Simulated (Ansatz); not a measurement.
Ansatz results at the PBE0-D4/def2-TZVP geometry: HOMO energy (PBE/def2-TZVPP) -5.79 eV; LUMO energy (PBE/def2-TZVPP) -1.79 eV; HOMO–LUMO gap (ωB97M-V/def2-TZVPP) 10.24 eV.

Q: Which molecule gave them?
A. `C[N](C)[Au]`
B. `C[S][Au]`
C. `[F][Au]`
D. `CC#[N+][Au-][Cl]`

A: D. The others give `C[N](C)[Au]`: -4.95, -3.42, 7.20; `C[S][Au]`: -5.19, -3.76, 7.18; `[F][Au]`: -7.11, -5.04, 8.68.
